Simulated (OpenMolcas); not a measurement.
An OpenMolcas run meant for Pr³⁺ (ANO-RCC-VTZP, X2C; inactive shells 1s 2s 2p 3s 3p 3d 4s 4p 4d 5s 5p; intended active space 2 electrons in 7 orbitals (4f)). One step of its input:

```
&CASPT2
Multistate=21 1 2 3 4 5 6 7 8 9 10 11 12 13 14 15 16 17 18 19 20 21
Frozen=14 9
IPEA=0.25
Imaginary=0.1
MaxIter=60
WThr=0.0 0.3 0.05
PrWF=0.5
NoMix
Deleted=22 23
```

The run finished. Its levels beside those of a sound run (SS-CASPT2, IPEA 0.25 Eh, imaginary shift 0.1 Eh (closed shells correlated: 5s 5p)), in eV above each run's lowest level:

```json
{"Level": "4f2 3H4", "This run": "0.0000", "Usual run": "0.0000"}
{"Level": "4f2 3H5", "This run": "0.2833", "Usual run": "0.2859"}
{"Level": "4f2 3H6", "This run": "0.5814", "Usual run": "0.5835"}
{"Level": "4f2 3F2", "This run": "0.7789", "Usual run": "0.6725"}
{"Level": "4f2 3F3", "This run": "0.9624", "Usual run": "0.8594"}
{"Level": "4f2 1D2", "This run": "2.6788", "Usual run": "2.3884"}
{"Level": "4f2 3P0", "This run": "3.4619", "Usual run": "3.1163"}
{"Level": "4f2 1I6", "This run": "3.3812", "Usual run": "3.1339"}
{"Level": "4f2 3P1", "This run": "3.5125", "Usual run": "3.1668"}
{"Level": "4f2 3P2", "This run": "3.6615", "Usual run": "3.3187"}
```

Question: Which setting is unsound, and how much does it matter here?

Answer: Nearly half of the orbitals are deleted from the virtual space, which removes much of the correlation energy. Against the sound run the excited levels shown move by 1600 cm-1 on average and by 2800 cm-1 at most.

CASPT2 does not keep the components of a term degenerate, so their means are used; among the terms shown or strongly mixed into the levels shown the widest spread is 560 cm-1 (4f2 1I, the sound run). Some high roots are left out of the spin-orbit mixing, which shifts the levels that they would mix with. Some terms miss by over 15 % even with CASPT2, which points to a basis or an active space too small for the shells correlated. Some levels mix across a computed gap that differs much from the measured one, so their mixing is not that of the real levels (holds for this run). Only configurations of the active space appear.
